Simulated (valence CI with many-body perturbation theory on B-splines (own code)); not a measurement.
E1 transitions of Ho³⁶⁺

Level of theory: relativistic CI+MBPT: three valence electrons over a frozen Dirac-Fock core [Ar] 3d10, a basis of 11 s, 11 p, 10 d, 8 f, 5 g, 2 h functions for each j, with the one-electron correlation potential Σ1, the two-electron term Σ2, the three-electron term Σ3, Breit, model QED; selected CI, second order for the rest, scaled by the run's own slope (own B-spline code, finite nucleus).

No measured spectrum was set against this ion. As an estimate, large intervals hold to a few tenths of a per cent, small ones and those within an open d or f shell to about a per cent.

Lines 51 to 100 of 532 in falling wavelength, among levels below 625.32 eV, chosen from the strongest by gf and those to the six lowest levels. Wavelengths and rates use the calculated energies. Electric multipoles are in the length gauge, E1 and E2 with the static RPA response of the core. Weak lines are less certain than strong ones. Lines between different terms over intervals too small for the method are left out, as are lines whose strength nearly cancels. Where a level lies close to another of its J and parity, the split of strength between their lines is uncertain. The highest levels of a list are the least certain.

Levels are named by their leading jj configuration (3d3/2^4 stands for four electrons in 3d with j = 3/2), which in mixed levels can hold well under half, so a name can repeat and another be missing. Letters in brackets count levels of one name in rising energy.

```tsv
λ vac (Å)	Upper	Lower	A (s⁻¹)	S (a.u.) with core polarisation	S without
91.53	(4p3/2^2 4d5/2) J=9/2 [b]	(4s 4p3/2 4d5/2) J=7/2 [a]	4.66e+10	1.76e-01	1.90e-01
91.14	(4p1/2 4p3/2 4f7/2) J=3/2	(4s 4p1/2 4f7/2) J=5/2	6.66e+10	9.95e-02	1.06e-01
90.77	(4p1/2 4p3/2 4d5/2) J=9/2	(4s 4p1/2 4d5/2) J=7/2	3.88e+10	1.43e-01	1.54e-01
90.53	(4s 4p3/2 4f5/2) J=5/2 [b]	(4s 4p3/2 4d5/2) J=5/2 [b]	9.71e+10	2.13e-01	2.28e-01
90.46	(4p3/2 4d5/2^2) J=9/2	(4s 4p3/2 4f5/2) J=9/2	2.49e+10	9.08e-02	9.72e-02
90.05	(4p1/2 4p3/2 4f5/2) J=9/2	(4s 4p1/2 4f7/2) J=9/2	2.98e+10	1.07e-01	1.15e-01
89.92	(4p1/2 4p3/2 4d3/2) J=5/2 [a]	(4s 4p1/2 4d3/2) J=5/2	4.28e+10	9.21e-02	9.84e-02
89.91	(4p3/2 4d3/2 4d5/2) J=11/2 [a]	(4p3/2^2 4d5/2) J=9/2 [a]	3.70e+10	1.59e-01	1.70e-01
89.81	(4p1/2 4p3/2 4f7/2) J=9/2 [a]	(4s 4p1/2 4f7/2) J=7/2 [a]	2.11e+11	7.53e-01	8.01e-01
89.79	(4s 4p1/2 4d3/2) J=3/2 [b]	(4s 4p1/2 4p3/2) J=5/2	9.95e+09	1.42e-02	1.52e-02
89.67	(4s 4d5/2 4f7/2) J=9/2 [b]	(4s 4p3/2 4f7/2) J=7/2 [a]	1.11e+11	3.94e-01	4.20e-01
89.47	(4p1/2 4p3/2 4f7/2) J=5/2 [c]	(4s 4p1/2 4f7/2) J=7/2 [b]	1.02e+11	2.16e-01	2.30e-01
89.38	(4p1/2 4p3/2 4f7/2) J=11/2	(4s 4p1/2 4f7/2) J=9/2	1.72e+11	7.26e-01	7.72e-01
89.36	(4p1/2 4p3/2 4f7/2) J=9/2 [b]	(4s 4p1/2 4f7/2) J=7/2 [b]	3.01e+11	1.06e+00	1.13e+00
89.27	(4p1/2 4p3/2 4f7/2) J=7/2 [c]	(4s 4p1/2 4f7/2) J=5/2	4.05e+11	1.14e+00	1.21e+00
89.22	(4s 4d3/2 4f5/2) J=7/2 [b]	(4s 4d3/2 4d5/2) J=5/2 [c]	5.88e+10	1.65e-01	1.75e-01
89.17	(4p1/2 4d5/2^2) J=9/2	(4p1/2 4p3/2 4d5/2) J=7/2 [b]	6.05e+10	2.12e-01	2.26e-01
89.07	(4p1/2 4p3/2 4f7/2) J=7/2 [a]	(4s 4p1/2 4f7/2) J=9/2	4.26e+10	1.19e-01	1.27e-01
88.99	(4p3/2 4d5/2^2) J=7/2 [a]	(4p3/2^2 4d5/2) J=9/2 [b]	3.34e+10	9.31e-02	9.90e-02
88.95	(4s 4p1/2 4d5/2) J=5/2 [a]	(4s 4p1/2 4p3/2) J=5/2	2.43e+10	5.07e-02	5.41e-02
88.94	(4p1/2 4p3/2 4f5/2) J=5/2 [b]	(4s 4p1/2 4f5/2) J=3/2	4.43e+10	9.22e-02	9.83e-02
88.69	(4s 4p3/2 4d3/2) J=3/2 [b]	(4s^2 4d3/2) J=3/2	1.93e+11	2.65e-01	2.84e-01
88.63	(4s 4d3/2 4f7/2) J=11/2	(4s 4d5/2^2) J=9/2	2.31e+10	9.53e-02	1.02e-01
88.58	(4p1/2 4p3/2 4f7/2) J=7/2 [a]	(4s 4p1/2 4f5/2) J=5/2 [b]	3.78e+10	1.04e-01	1.10e-01
88.47	(4p1/2 4p3/2 4d3/2) J=7/2	(4s 4p1/2 4d3/2) J=5/2	4.51e+10	1.23e-01	1.32e-01
88.21	(4s 4p3/2 4d3/2) J=5/2 [b]	(4s^2 4d3/2) J=3/2	4.45e+10	9.05e-02	9.76e-02
88.09	(4p1/2 4p3/2 4f7/2) J=7/2 [b]	(4s 4p1/2 4f7/2) J=7/2 [a]	4.84e+10	1.31e-01	1.39e-01
87.95	(4s 4p1/2 4d5/2) J=3/2 [a]	(4s 4p1/2 4p3/2) J=5/2	3.01e+10	4.04e-02	4.31e-02
87.87	(4p1/2 4p3/2 4d5/2) J=3/2 [b]	(4s 4p1/2 4d5/2) J=5/2 [c]	1.50e+11	2.00e-01	2.14e-01
87.84	(4s 4d3/2 4d5/2) J=5/2 [a]	(4s 4p3/2 4d3/2) J=3/2 [a]	5.25e+10	1.05e-01	1.13e-01
87.68	(4s 4p3/2 4f5/2) J=9/2	(4s 4p3/2 4d5/2) J=7/2 [a]	9.95e+10	3.31e-01	3.52e-01
87.56	(4s 4d5/2 4f7/2) J=13/2	(4s 4p3/2 4f7/2) J=11/2	2.28e+11	1.06e+00	1.12e+00
87.54	(4p1/2 4d3/2 4d5/2) J=5/2 [a]	(4p1/2 4p3/2 4d3/2) J=3/2 [a]	4.69e+10	9.32e-02	9.91e-02
87.53	(4p3/2^2 4d3/2) J=3/2 [b]	(4s 4p3/2 4d3/2) J=5/2 [b]	1.09e+11	1.45e-01	1.55e-01
87.45	(4s 4d5/2^2) J=5/2	(4s 4p3/2 4d5/2) J=7/2 [b]	4.85e+10	9.60e-02	1.02e-01
87.37	(4s 4d3/2 4d5/2) J=7/2 [b]	(4s 4p3/2 4d3/2) J=5/2 [b]	1.74e+11	4.58e-01	4.89e-01
87.30	(4p3/2^2 4d5/2) J=7/2	(4s 4p3/2 4d3/2) J=7/2	7.96e+10	2.09e-01	2.23e-01
87.29	(4s 4d3/2 4d5/2) J=7/2 [a]	(4s 4p3/2 4d5/2) J=9/2	5.01e+10	1.32e-01	1.40e-01
87.25	(4p3/2^2 4f7/2) J=11/2	(4s 4p3/2 4f5/2) J=9/2	6.67e+10	2.62e-01	2.79e-01
87.24	(4p1/2 4p3/2 4f7/2) J=7/2 [b]	(4s 4p1/2 4f5/2) J=5/2 [b]	8.13e+10	2.13e-01	2.27e-01
87.18	(4p3/2 4d3/2 4d5/2) J=5/2 [b]	(4p3/2^2 4d3/2) J=3/2 [a]	5.48e+10	1.08e-01	1.15e-01
87.15	(4p1/2 4p3/2 4f5/2) J=9/2	(4s 4p1/2 4f5/2) J=7/2	1.50e+11	4.88e-01	5.20e-01
87.08	(4s 4p3/2 4f5/2) J=7/2 [b]	(4s 4p3/2 4d5/2) J=5/2 [c]	1.19e+11	3.09e-01	3.30e-01
87.07	(4p1/2 4d3/2 4d5/2) J=7/2 [a]	(4p1/2 4p3/2 4d3/2) J=5/2 [a]	7.22e+10	1.88e-01	2.00e-01
87.06	(4p3/2^2 4d3/2) J=3/2 [b]	(4s 4p3/2 4d3/2) J=3/2 [b]	1.11e+11	1.44e-01	1.54e-01
87.04	(4p1/2 4p3/2 4f7/2) J=5/2 [b]	(4s 4p1/2 4f5/2) J=5/2 [b]	7.25e+10	1.42e-01	1.51e-01
86.95	(4p3/2 4d3/2 4d5/2) J=7/2 [b]	(4p3/2^2 4d5/2) J=9/2 [a]	4.41e+10	1.14e-01	1.22e-01
86.93	(4s 4p3/2 4f7/2) J=9/2 [b]	(4s^2 4f7/2) J=7/2	6.49e+11	2.10e+00	2.24e+00
86.89	(4p1/2^2 4d5/2) J=5/2	(4p1/2^2 4p3/2) J=3/2	1.18e+11	2.29e-01	2.43e-01
86.87	(4p1/2 4d3/2 4d5/2) J=7/2 [b]	(4p1/2 4p3/2 4d3/2) J=5/2 [b]	5.12e+10	1.33e-01	1.41e-01
```
